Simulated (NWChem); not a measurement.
MgCl$_{2}$; SMILES [Cl][Mg][Cl]

All runs: NWChem. Geometry: optimised at B3LYP/6-31G* (spherical d). Vertical excitations in the gas phase; the lowest state need not have the same character in each row.

Q: Order these by “lowest excitation, singlet (eV)”, lowest first: BHandHLYP/def2-SVP, TDA; PBE/def2-SVP, TDA; B3LYP/def2-SVP, TDA.

A: PBE/def2-SVP, TDA (5.01), B3LYP/def2-SVP, TDA (5.39), BHandHLYP/def2-SVP, TDA (6.07)
